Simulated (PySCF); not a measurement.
Species: C4H14B2S.
SMILES with atom numbers: `[CH3:1][B:2]([CH3:3])[BH2-:4][S+:5]([CH3:6])[CH3:7]` (hydrogens: H8, H9, H10 on C1; H11, H12, H13 on C3; H14, H15 on B4; H16, H17, H18 on C6; H19, H20, H21 on C7)

Structure used (PBE0-D3(BJ)/def2-SVP), in Å, numbered top down from 1:
```
atom  x, y, z in Å
C1     2.335    1.080    1.455
B2     1.405    0.315    0.433
C3     2.047   -0.028   -0.976
B4    -0.155   -0.122    0.959
S5    -1.126   -1.018   -0.457
C6    -1.523    0.303   -1.612
C7    -2.758   -1.330    0.234
H8     1.801    1.662    2.221
H9     3.111    1.709    0.985
H10    2.880    0.281    1.997
H11    1.548   -0.817   -1.561
H12    3.124   -0.260   -0.915
H13    1.988    0.907   -1.570
H14   -0.899    0.774    1.346
H15   -0.047   -1.022    1.791
H16   -0.576    0.616   -2.070
H17   -2.205   -0.067   -2.390
H18   -1.964    1.148   -1.065
H19   -3.433   -1.718   -0.541
H20   -3.151   -0.405    0.680
H21   -2.625   -2.083    1.022
```

Computed at PBE0/pcSseg-1 (PySCF, non-relativistic), with Q(11B) = 0.04059 b, Q(33S) = −0.0678 b: B2, 11B (I = 3/2): χzz = 5.677 MHz, η = 0.136; B4, 11B (I = 3/2): χzz = 2.639 MHz, η = 0.407; S5, 33S (I = 3/2): χzz = 37.87 MHz, η = 0.614.

Where would the pure quadrupole (NQR) lines of 11B at B2 fall for the rigid, isolated species?

From ν = (|χ|/2)√(1 + η²/3): ν = 2.847 MHz (three-coordinate boron).

Where would the pure quadrupole (NQR) lines of 11B at B4 fall for the rigid, isolated species?

From ν = (|χ|/2)√(1 + η²/3): ν = 1.355 MHz (four-coordinate boron).

Find the zero-field quadrupole resonance frequencies of 33S at S5.

From ν = (|χ|/2)√(1 + η²/3): ν = 20.09 MHz (sulfur bonded to B and 2 C).

In a crystal, neighbours and librations shift these lines. With a basis this small, the couplings can be 20 % off.

One conformer stands for the species.
